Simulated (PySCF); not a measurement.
CH6SeSi.
Z-matrix (Å and degrees, PBE0-D3(BJ)/def2-SVP geometry), rows numbered from 1:
```
C 
Si  1  1.8740
Se  2  2.2895  1  111.89
H   1  1.1009  2  110.62  3    62.67
H   1  1.1017  2  110.77  3  -177.39
H   1  1.1002  2  110.33  3   -56.98
H   2  1.4931  1  111.44  3   115.49
H   2  1.4947  1  110.37  3  -123.09
H   3  1.4722  2   93.08  1   -63.94
```

Computed, not measured: PySCF, TDDFT wB97X-D/def2-SVPD, vertical, gas phase, core orbitals frozen in the response. The wB97X-D/def2-SVPD calculation is non-relativistic and has no spin–orbit coupling, an omission that weighs most on selenium.

Frontier orbitals with the atoms that hold most of them (Löwdin shares over 4%, at most four atoms; ? is withheld):

```tsv
orbital	ε (eV)	atoms
HOMO-3	-11.58	Si2 31%, C1 27%, H8 22%, H6 7%
HOMO-2	-11.42	Si2 32%, H7 30%, C1 15%, Se3 9%
HOMO-1	-10.57	?
HOMO	-8.74	Se3 78%, Si2 9%, H9 6%
LUMO	1.54	?
LUMO+1	1.68	Se3 54%, Si2 21%, H8 8%, C1 6%
LUMO+2	2.26	Se3 28%, Si2 17%, C1 17%, H5 9%
```

Problem. Which atoms hold the LUMO, and with what shares?

Solution. Se3 (bonded to Si and H) 51%; H9 (bonded to Se) 19%; Si2 (bonded to C, Se and 2 H) 16%.

Problem. Give the leading atoms of the HOMO-1.

Solution. Se3 (bonded to Si and H) 61%; Si2 (bonded to C, Se and 2 H) 19%; C1 (bonded to Si and 3 H) 7%; H9 (bonded to Se) 4%.

Problem. How does S1 compare with the orbital gap of 10.28 eV?

Solution. S1 is at 5.40 eV (f = 0.0030), 4.88 eV below the gap, made of HOMO→LUMO (45%), HOMO→LUMO+1 (39%), HOMO→LUMO+2 (9%). 

Next come S2 at 5.85 eV (f 0.044), HOMO→LUMO (50%), HOMO→LUMO+1 (44%); S3 at 6.89 eV (f 0.017), HOMO→LUMO+2 (44%), HOMO→LUMO+5 (14%), HOMO→LUMO+3 (13%); S4 at 7.21 eV (f 0.0082), HOMO→LUMO+3 (50%), HOMO→LUMO+6 (16%), HOMO→LUMO+2 (14%); S5 at 7.40 eV (f 0.024), HOMO→LUMO+7 (19%), HOMO→LUMO+3 (16%), HOMO→LUMO+5 (14%).

Löwdin shares depend on the basis, the more so with diffuse functions.

One conformer stands for the species.
